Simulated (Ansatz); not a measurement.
Consider the ligand exchange at a Ge–S bond: `C[S][GeH]([F])[F]` + HCl → `[F][GeH]([F])[Cl]` + CH₃SH.

Gas-phase electronic energies from Ansatz, PBE0-D4/def2-TZVP geometries. CCSD(T)/CBS adds triple-zeta CCSD(T) − MP2 to the extrapolated MP2 energy (def2 sets, frozen cores). This one scheme is used for every species. DFT in def2-TZVPP. B3LYP here is the variant with VWN-RPA as its local correlation; programs differ in this. For Ge outer-core shells are correlated without core-valence functions, which leaves a few kJ/mol of doubt a bond. Scalar relativity is left out up to krypton. Each species was taken in one conformer, which may not be the lowest.

`C[S][GeH]([F])[F]`:

Z-matrix (Å, degrees):
```
C
S 1 1.821
H 1 1.089 2 111.0
H 1 1.090 2 111.7 3 -123.9
H 1 1.089 2 105.8 3 118.2
Ge 2 2.178 1 97.8 3 62.1
F 6 1.721 2 107.1 1 -172.8
F 6 1.729 2 109.4 1 -58.6
H 6 1.530 2 118.6 1 63.3
```

HCl:

Cartesian coordinates in Å:
```
Cl 0.328 0.545 0.061
H -0.328 -0.545 -0.061
```

`[F][GeH]([F])[Cl]`:

```xyz
5

F     0.236   -1.641   -0.379
Ge    0.111    0.015    0.040
F     0.274    0.867   -1.437
Cl   -1.839    0.353    0.769
H     1.217    0.406    1.007
```

CH₃SH:

Z-matrix (Å, degrees):
```
C
S 1 1.806
H 1 1.089 2 111.5
H 1 1.089 2 111.5 3 -123.8
H 1 1.090 2 106.2 3 118.1
H 2 1.342 1 97.1 3 61.9
```

(1) Is it downhill or uphill in electronic energy at CCSD(T)/CBS, and by how much? (Best estimate.)

(2) What do these levels give: LDA (SPW92), PBE-D4, PBE0-D4, B3LYP-D4, r2SCAN0-D4, PBE, r2SCAN, CCSD/def2-SVP, MP2/def2-QZVPP, HF/CBS(def2), MP2/CBS(def2), CCSD/CBS(def2)? (Estimate.)

Largest T1 diagnostic among the species: 0.012.

## Answers

(1) The calculation gave: Downhill: ΔE = -20.2 kJ/mol.

(2) Ansatz gave: LDA (SPW92) -17.5, PBE-D4 -17.8, PBE0-D4 -20.9, B3LYP-D4 -21.7, r2SCAN0-D4 -24.3, PBE -21.5, r2SCAN -23.8, CCSD/def2-SVP -28.6, MP2/def2-QZVPP -21.0, HF/CBS(def2) -40.3, MP2/CBS(def2) -19.6, CCSD/CBS(def2) -22.5 kJ/mol.

From BLYP to BHLYP (50 % exact exchange), in def2-TZVPP and without D4, ΔE moves by −5.0 kJ/mol. In def2-TZVPP, CCSD(T) changes the Hartree–Fock value by +16.4 kJ/mol (the triples alone add +2.3 kJ/mol) and MP2 by +17.0 kJ/mol. The D4 term adds +5.9 kJ/mol with B3LYP and +3.4 kJ/mol with PBE0; it sums over pairs of atoms, weighted by their polarisabilities, and B3LYP, whose exchange is more repulsive, gets the larger term.
